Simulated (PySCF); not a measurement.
A structure optimised at PBE-D3(BJ)/def2-SVP, used in a PySCF frequency run:

```
Si
H 1 1.5073
H 1 1.5110 2 107.68
C 1 1.9456 2 106.78 3 114.87
H 4 1.1142 1 106.72 2 -174.42
C 4 1.4579 5 108.32 1 115.30
C 6 1.2245 5 152.12 4 172.34
H 7 1.0807 5 161.32 4 177.25
N 4 1.4736 5 108.02 6 122.31
H 9 1.0286 4 109.28 5 62.44
H 9 1.0291 10 106.14 4 -117.92
Si 1 2.3548 2 110.91 3 -121.38
H 12 1.5038 1 110.35 2 -50.88
H 12 1.5068 13 108.83 1 -122.18
H 12 1.5068 13 108.81 14 -117.80
```
Charge 0, spin multiplicity 1.

**Question.** Write its SMILES and formula.

**Answer.** C#C[C@H](N)[SiH2][SiH3], C3H9NSi2

**Question.** What are its rotational constants (standard atomic weights)?

**Answer.** 2.9950, 1.4225, 1.0362 GHz
